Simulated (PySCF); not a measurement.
**Electron correlation in Hf (hafnium, neutral)**

[Xe] 4f14 5d1 6s2 6p1, one real determinant (an excited configuration). Calculation: PySCF 2.14, in def2-QZVPPD with the def2 core potential (60 electrons); scalar relativity through the core potential. Frozen: nothing; 12 electrons correlated.

```json
{"level": "CCSD", "correlation energy (mhartree)": "-296.85"}
{"level": "(T)", "correlation energy (mhartree)": "-14.19"}
{"level": "CCSD(T)", "correlation energy (mhartree)": "-311.04"}
```

Diagnostics: T1 = 0.054, D1 = 0.1968, largest double amplitude 0.101.

The real determinant used has ⟨L²⟩ near 8 against 12 for a pure F term, so it mixes terms. Spin-orbit coupling, absent here, splits the open shell strongly. T1 exceeds 0.03, a sign that the reference determinant is poor.

Cost of the coupled-cluster step: roughly 100 core-seconds, for 12 correlated electrons.

Iterations:

```
CC2 = 0
CCSD nocc = (np.int64(7), np.int64(5)), nmo = (84, 84)
frozen orbitals [[], []]
max_cycle = 100
direct = 0
conv_tol = 1e-08
conv_tol_normt = 1e-06
diis_space = 8
diis_start_cycle = 0
Init t2, MP2 energy = -0.277093499957805
Init E_corr(UCCSD) = -0.277093499961193
cycle = 1  E_corr(UCCSD) = -0.283039319401382  dE = -0.00594581944  norm(t1,t2) = 0.0861792
cycle = 2  E_corr(UCCSD) = -0.289642236392731  dE = -0.00660291699  norm(t1,t2) = 0.0463852
cycle = 3  E_corr(UCCSD) = -0.294073366267595  dE = -0.00443112987  norm(t1,t2) = 0.0344812
cycle = 4  E_corr(UCCSD) = -0.295614441826365  dE = -0.00154107556  norm(t1,t2) = 0.0190451
cycle = 5  E_corr(UCCSD) = -0.295888477963406  dE = -0.000274036137  norm(t1,t2) = 0.0134159
cycle = 6  E_corr(UCCSD) = -0.296790009611499  dE = -0.000901531648  norm(t1,t2) = 0.00839011
cycle = 7  E_corr(UCCSD) = -0.296669255447979  dE = 0.000120754164  norm(t1,t2) = 0.00467567
cycle = 8  E_corr(UCCSD) = -0.296811027757329  dE = -0.000141772309  norm(t1,t2) = 0.00232873
cycle = 9  E_corr(UCCSD) = -0.296879120836402  dE = -6.80930791e-05  norm(t1,t2) = 0.00118937
cycle = 10  E_corr(UCCSD) = -0.296861369420728  dE = 1.77514157e-05  norm(t1,t2) = 0.00057048
cycle = 11  E_corr(UCCSD) = -0.296852022726573  dE = 9.34669416e-06  norm(t1,t2) = 0.000258973
cycle = 12  E_corr(UCCSD) = -0.29685416988321  dE = -2.14715664e-06  norm(t1,t2) = 9.01084e-05
cycle = 13  E_corr(UCCSD) = -0.296854587006789  dE = -4.17123579e-07  norm(t1,t2) = 2.89257e-05
cycle = 14  E_corr(UCCSD) = -0.296854393425794  dE = 1.93580995e-07  norm(t1,t2) = 1.46316e-05
cycle = 15  E_corr(UCCSD) = -0.296854333383502  dE = 6.0042292e-08  norm(t1,t2) = 7.18105e-06
cycle = 16  E_corr(UCCSD) = -0.296854477090128  dE = -1.43706626e-07  norm(t1,t2) = 4.16018e-06
cycle = 17  E_corr(UCCSD) = -0.296854507295474  dE = -3.02053459e-08  norm(t1,t2) = 1.83482e-06
cycle = 18  E_corr(UCCSD) = -0.296854448344262  dE = 5.89512127e-08  norm(t1,t2) = 1.05235e-06
cycle = 19  E_corr(UCCSD) = -0.296854437229579  dE = 1.11146822e-08  norm(t1,t2) = 6.01031e-07
cycle = 20  E_corr(UCCSD) = -0.296854440120553  dE = -2.89097368e-09  norm(t1,t2) = 3.50881e-07
UCCSD converged
E(UCCSD) = -47.6059728666133  E_corr = -0.2968544401205531
UCCSD(T) correction = -0.0141889640511659
```

The reference is one real determinant that mixes LS terms of this configuration.

The basis has no tight functions for the innermost shells, so their pair energies are far from complete.

This basis was not built for core-valence correlation, so the inner-shell part is incomplete.
